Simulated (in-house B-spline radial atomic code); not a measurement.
Response of Ni10+ as one setting changes: the share of exact exchange in a PBE hybrid. A dash marks a strongly mixed or unbound state. Computed with an all-electron radial atomic-structure program (B-spline basis): linear response of the closed shell [Ne] 3s2 3p6 with the functional's adiabatic kernel; scalar-relativistic (spin-free one-electron X2C), finite nucleus, no spin-orbit coupling, no double excitations, S, P, D and F terms only. Only terms of natural parity with L up to 3 were computed.

Spin-orbit coupling is strong here, so these LS terms don't match observed levels.

```json
{"share of exact exchange in a PBE hybrid": "0", "lowest 1P (eV)": "3p → 3d 83.55", "lowest 3P, Tamm-Dancoff (eV)": "3p → 3d 59.73", "minus highest occupied level (eV)": "304.66", "α (bohr³)": "0.3233"}
{"share of exact exchange in a PBE hybrid": "0.1", "lowest 1P (eV)": "3p → 3d 83.49", "lowest 3P, Tamm-Dancoff (eV)": "3p → 3d 59.66", "minus highest occupied level (eV)": "306.39", "α (bohr³)": "0.3234"}
{"share of exact exchange in a PBE hybrid": "0.2", "lowest 1P (eV)": "3p → 3d 83.43", "lowest 3P, Tamm-Dancoff (eV)": "3p → 3d 59.60", "minus highest occupied level (eV)": "308.13", "α (bohr³)": "0.3235"}
{"share of exact exchange in a PBE hybrid": "0.3", "lowest 1P (eV)": "3p → 3d 83.38", "lowest 3P, Tamm-Dancoff (eV)": "3p → 3d 59.53", "minus highest occupied level (eV)": "309.87", "α (bohr³)": "0.3236"}
{"share of exact exchange in a PBE hybrid": "0.4", "lowest 1P (eV)": "?", "lowest 3P, Tamm-Dancoff (eV)": "?", "minus highest occupied level (eV)": "?", "α (bohr³)": "?"}
{"share of exact exchange in a PBE hybrid": "0.5", "lowest 1P (eV)": "3p → 3d 83.26", "lowest 3P, Tamm-Dancoff (eV)": "3p → 3d 59.39", "minus highest occupied level (eV)": "313.34", "α (bohr³)": "0.3238"}
{"share of exact exchange in a PBE hybrid": "0.6", "lowest 1P (eV)": "3p → 3d 83.20", "lowest 3P, Tamm-Dancoff (eV)": "3p → 3d 59.33", "minus highest occupied level (eV)": "315.07", "α (bohr³)": "0.3239"}
{"share of exact exchange in a PBE hybrid": "0.7", "lowest 1P (eV)": "3p → 3d 83.15", "lowest 3P, Tamm-Dancoff (eV)": "3p → 3d 59.26", "minus highest occupied level (eV)": "316.81", "α (bohr³)": "0.324"}
{"share of exact exchange in a PBE hybrid": "0.8", "lowest 1P (eV)": "3p → 3d 83.09", "lowest 3P, Tamm-Dancoff (eV)": "3p → 3d 59.20", "minus highest occupied level (eV)": "318.54", "α (bohr³)": "0.3241"}
{"share of exact exchange in a PBE hybrid": "0.9", "lowest 1P (eV)": "?", "lowest 3P, Tamm-Dancoff (eV)": "?", "minus highest occupied level (eV)": "?", "α (bohr³)": "?"}
{"share of exact exchange in a PBE hybrid": "1", "lowest 1P (eV)": "3p → 3d 82.97", "lowest 3P, Tamm-Dancoff (eV)": "3p → 3d 59.07", "minus highest occupied level (eV)": "322.00", "α (bohr³)": "0.3243"}
```

Question: What belongs in the row for 0.9?

Answer: lowest 1P (eV): 3p → 3d 83.03; lowest 3P, Tamm-Dancoff (eV): 3p → 3d 59.13; minus highest occupied level (eV): 320.27; α (bohr³): 0.3242.

Question: What belongs in the row for 0.4?

Answer: lowest 1P (eV): 3p → 3d 83.32; lowest 3P, Tamm-Dancoff (eV): 3p → 3d 59.46; minus highest occupied level (eV): 311.60; α (bohr³): 0.3237.
